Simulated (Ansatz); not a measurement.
Start from `C[C](=S)[ZnH]` and change one atom or group to get `C[Te]C(C)=S`.

Ansatz, PBE0-D4/def2-TZVP geometries, multiplicity 1. Each molecule was computed in one conformer, which needn't be the lowest.

Elements past krypton have def2 core potentials. Scalar relativity is left out up to krypton. Spin–orbit coupling is left out; it splits and shifts lone-pair levels of the heavy atoms by tenths of an eV.

```tsv
property	`C[C](=S)[ZnH]`
HOMO–LUMO gap (PBE0/def2-TZVPP) / eV	3.81
HOMO energy (B3LYP/def2-TZVPP) / eV	-5.92
HOMO–LUMO gap (ωB97M-V/def2-TZVPP) / eV	8.04
HOMO–LUMO gap (B3LYP/def2-TZVPP) / eV	3.42
size of the dipole moment (PBE/def2-TZVPP) / D	2.16
HOMO energy (PBE/def2-TZVPP) / eV	-5.05
```

(1) What does the change do to each property? (Best estimate.)

## Answers

(1) The calculation gave: 
```csv
property,`C[Te]C(C)=S`,shift
HOMO–LUMO gap (PBE0/def2-TZVPP) / eV,4.33,0.52
HOMO energy (B3LYP/def2-TZVPP) / eV,-6.12,-0.20
HOMO–LUMO gap (ωB97M-V/def2-TZVPP) / eV,8.29,0.25
HOMO–LUMO gap (B3LYP/def2-TZVPP) / eV,3.96,0.54
size of the dipole moment (PBE/def2-TZVPP) / D,1.70,-0.46
HOMO energy (PBE/def2-TZVPP) / eV,-5.24,-0.19
```

With PBE0 the HOMO falls by 0.21 eV and the LUMO rises by 0.30 eV, so the gap widens by about 0.51 eV. PBE moves the HOMO by -0.19 eV and ωB97M-V by -0.05 eV. The zero-point energy changes by 81.3 kJ/mol with +9 modes. Dipoles are sizes alone; their direction can turn.

Positive LUMOs are unbound, so they and the gaps depend on the basis.

B3LYP here is the variant with VWN-RPA as its local correlation; programs differ in this.
